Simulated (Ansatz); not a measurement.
C3H6BFSi can be A, `C=CC1[SiH2]B1F`, or B, `C=C=C([SiH3])BF`.

Program: Ansatz. Geometries: PBE0-D4/def2-TZVP. ΔE: electronic, gas phase. CCSD(T)/CBS is the MP2 limit (def2-TZVPP, def2-QZVPP) plus CCSD(T) − MP2 in def2-TZVPP, frozen cores. Functionals use def2-TZVPP. B3LYP here is the variant with VWN-RPA as its local correlation; programs differ in this. One conformer a species, not always the lowest.

(1) Which isomer does CCSD(T)/CBS put lower? Give the gap. (Best estimate.)

(2) Give E(B) − E(A) in kJ/mol with B3LYP-D4, B2PLYP, MP2/def2-TZVPP, B3LYP, HF/def2-TZVPP, CCSD/def2-TZVPP, ωB97M-V. (An estimate is asked.)

Largest T1 diagnostic: 0.014.

## Answers

(1) Ansatz gave: B, by 86.8 kJ/mol.

(2) The calculation gave: B3LYP-D4 -98.0, B2PLYP -96.6, MP2/def2-TZVPP -89.0, B3LYP -97.3, HF/def2-TZVPP -135.6, CCSD/def2-TZVPP -94.2, ωB97M-V -90.3. None reverses the order clearly.

From PBE to PBE0 (25 % exact exchange), in def2-TZVPP and without D4, E(B) − E(A) moves by −4.8 kJ/mol. In def2-TZVPP, CCSD(T) changes the Hartree–Fock value by +46.4 kJ/mol (the triples alone add +5.0 kJ/mol) and MP2 by +46.6 kJ/mol.
